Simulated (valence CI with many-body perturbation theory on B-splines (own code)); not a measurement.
Forbidden lines of Xe14+

Level of theory: valence CI with perturbative core correlation (CI+MBPT): four valence electrons over a frozen Dirac-Fock core [Kr], radial functions for each j: 7 s, 7 p, 8 d, 6 f, 4 g, 1 h, with the one-electron correlation potential Σ1 (screened to all orders), the two-electron term Σ2, the three-electron term Σ3, Breit, model QED; selected single and double excitations, second order for the rest, scaled by the run's own slope (own B-spline code, finite nucleus).

No measured spectrum was set against this ion. As an estimate, terms of the open shell hold to 2 to 4 % of their energy, and close levels can change places. Excitations out of the core, of the other parity, are not computed and may begin above about 63.6 eV (a cautious bound); beyond it only levels of the ground parity were kept, without lifetimes.

Lines 51 to 100 of 120 in falling wavelength, among levels below 513070 cm⁻¹, chosen from the decays that carry over 1 % of a level's rate. Wavelengths and rates use the calculated energies, so an error of 2000 cm⁻¹ moves a line at 366.2 nm by 7.3 % and its rate by three times that or more. Weak lines are less certain than strong ones. Lines between different terms over intervals too small for the method are left out, as are lines whose strength nearly cancels. Where a level lies close to another of its J and parity, the split of strength between their lines is uncertain.

Names give the largest LS component (configuration and term), which can be under half, so a name can repeat, a term be missing and a line seem to break the LS rules; names also repeat where a configuration has a term twice. Letters in brackets count levels of one name in rising energy.

| λ vac (nm) | Upper | Lower | Type | A (s⁻¹) | Branch % |
| --- | --- | --- | --- | --- | --- |
| 373.2 | 4d4 3P_2 [c] | 4d4 3P_2 [a] | M1 | 6.55e+01 | 19.9 |
| 366.2 | 4d4 3G_3 | 4d4 5D_3 | M1 | 8.61e+01 | 58.0 |
| 364.2 | 4d4 1I_6 | 4d4 3H_5 | M1 | 9.16e+01 | 55.4 |
| 363.9 | 4d4 3P_2 [a] | 4d4 3G_3 | M1 | 9.11e+00 | 2.0 |
| 355.7 | 4d4 1G_4 [a] | 4d4 3G_4 | M1 | 2.71e+01 | 10.0 |
| 353.6 | 4d4 3P_2 [b] | 4d4 3D_2 | M1 | 5.25e+01 | 13.8 |
| 338.5 | 4d4 1F_3 | 4d4 3F_3 [a] | M1 | 4.54e+01 | 13.5 |
| 330.2 | 4d4 3P_0 [a] | 4d4 5D_1 | M1 | 5.73e+02 | 100.0 |
| 321.2 | 4d4 1F_3 | 4d4 3F_4 [a] | M1 | 6.76e+00 | 2.0 |
| 308.9 | 4d4 1F_3 | 4d4 3D_2 | M1 | 5.11e+01 | 15.2 |
| 303.4 | 4d4 3G_5 | 4d4 3H_4 | M1 | 4.30e+00 | 3.0 |
| 302.4 | 4d4 3G_3 | 4d4 5D_2 | M1 | 5.27e+01 | 35.5 |
| 290.9 | 4d4 3G_4 | 4d4 5D_4 | M1 | 1.75e+01 | 16.1 |
| 288.3 | 4d4 3F_2 [b] | 4d4 3D_1 | M1 | 8.72e+01 | 15.9 |
| 283.6 | 4d4 1F_3 | 4d4 3G_4 | M1 | 3.85e+01 | 11.5 |
| 282.7 | 4d4 3F_4 [b] | 4d4 3G_5 | M1 | 6.86e+01 | 8.9 |
| 280.3 | 4d4 3F_2 [a] | 4d4 5D_2 | M1 | 9.95e+01 | 43.9 |
| 273.9 | 4d4 3F_2 [b] | 4d4 3P_2 [a] | M1 | 8.46e+01 | 15.4 |
| 271.3 | 4d4 3P_1 [a] | 4d4 5D_2 | M1 | 3.42e+02 | 89.0 |
| 267.7 | 4d4 3P_2 [c] | 4d4 3F_3 [a] | M1 | 5.59e+00 | 1.7 |
| 266.4 | 4d4 1G_4 [a] | 4d4 3H_5 | M1 | 2.75e+01 | 10.2 |
| 265.8 | 4d4 1S_0 [a] | 4d4 3P_1 [a] | M1 | 5.00e+02 | 97.4 |
| 259.7 | 4d4 3F_4 [a] | 4d4 5D_4 | M1 | 8.06e+01 | 29.8 |
| 259.6 | 4d4 3G_4 | 4d4 5D_3 | M1 | 3.92e+00 | 3.6 |
| 259.1 | 4d4 3P_2 [b] | 4d4 3P_1 [a] | M1 | 3.74e+01 | 9.8 |
| 256.2 | 4d4 3F_4 [b] | 4d4 3D_3 | M1 | 1.90e+02 | 24.7 |
| 255.3 | 4d4 3D_1 | 4d4 3P_0 [a] | M1 | 1.79e+02 | 33.7 |
| 254.3 | 4d4 1G_4 [a] | 4d4 3G_3 | M1 | 1.92e+01 | 7.1 |
| 251.5 | 4d4 3P_2 [b] | 4d4 3F_2 [a] | M1 | 2.79e+01 | 7.3 |
| 249.4 | 4d4 3F_3 [a] | 4d4 5D_4 | M1 | 1.11e+02 | 81.6 |
| 241.5 | 4d4 3D_2 | 4d4 5D_3 | M1 | 1.60e+01 | 26.6 |
| 236.0 | 4d4 3P_2 [b] | 4d4 3G_3 | M1 | 8.53e+01 | 22.4 |
| 234.7 | 4d4 3F_2 [b] | 4d4 3D_3 | M1 | 7.94e+01 | 14.5 |
| 234.5 | 4d4 3F_4 [a] | 4d4 5D_3 | M1 | 7.28e+01 | 26.9 |
| 233.8 | 4d4 3F_2 [a] | 4d4 5D_1 | M1 | 1.25e+02 | 55.3 |
| 226.1 | 4d4 3F_3 [a] | 4d4 5D_3 | M1 | 1.24e+01 | 9.1 |
| 224.4 | 4d4 3D_3 | 4d4 5D_4 | M1 | 1.68e+01 | 4.2 |
| 221.8 | 4d4 3F_4 [b] | 4d4 3F_4 [a] | M1 | 1.50e+02 | 19.4 |
| 215.2 | 4d4 1F_3 | 4d4 3G_3 | M1 | 5.33e+01 | 15.9 |
| 212.4 | 4d4 3F_2 [b] | 4d4 3F_3 [a] | M1 | 1.53e+02 | 27.9 |
| 211.7 | 4d4 1G_4 [a] | 4d4 3H_4 | M1 | 2.81e+01 | 10.4 |
| 207.4 | 4d4 3G_5 | 4d4 5D_4 | M1 | 1.11e+01 | 7.7 |
| 205.3 | 4d4 3D_3 | 4d4 5D_3 | M1 | 8.84e+01 | 22.4 |
| 203.2 | 4d4 3F_4 [b] | 4d4 3G_4 | M1 | 1.67e+02 | 21.7 |
| 200.4 | 4d4 3F_2 [b] | 4d4 3D_2 | M1 | 3.04e+01 | 5.5 |
| 198.1 | 4d4 3P_2 [c] | 4d4 3P_1 [a] | M1 | 6.96e+01 | 21.1 |
| 184.3 | 4d4 3D_2 | 4d4 5D_1 | M1 | 2.46e+01 | 40.9 |
| 184.2 | 4d4 3P_2 [c] | 4d4 3G_3 | M1 | 6.47e+01 | 19.7 |
| 183.9 | 4d4 1F_3 | 4d4 3H_4 | M1 | 4.62e+01 | 13.8 |
| 183.6 | 4d4 3D_3 | 4d4 5D_2 | M1 | 1.14e+02 | 28.9 |
